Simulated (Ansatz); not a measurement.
Consider the substitution at a C–C bond: `C#CC[SeH]` + CH₃NH₂ → `CNC[SeH]` + `C#C`.

Calculated with Ansatz (gas phase, PBE0-D4/def2-TZVP geometries, no zero-point term in ΔE). CCSD(T)/CBS adds triple-zeta CCSD(T) − MP2 to the extrapolated MP2 energy (def2 sets, frozen cores). This one scheme is used for every species. DFT in def2-TZVPP. B3LYP here is the variant with VWN-RPA as its local correlation; programs differ in this. For Se outer-core shells are correlated without core-valence functions, which leaves a few kJ/mol of doubt a bond. Scalar relativity is left out up to krypton. Each species was taken in one conformer, which may not be the lowest.

```json
{"level": "PBE-D4", "ΔE (kcal/mol)": "10.1"}
{"level": "B3LYP-D4", "ΔE (kcal/mol)": "9.7"}
{"level": "HF/CBS(def2)", "ΔE (kcal/mol)": "9.6"}
{"level": "MP2/CBS(def2)", "ΔE (kcal/mol)": "9.6"}
```

**Question.** What does CCSD(T)/CBS give? (Best estimate.)

**Answer.** The calculation gave: +8.7 kcal/mol. The listed levels differ from it by 1.4, 1.0, 0.9, 0.9 kcal/mol.

Largest T1 diagnostic among the species: 0.013.
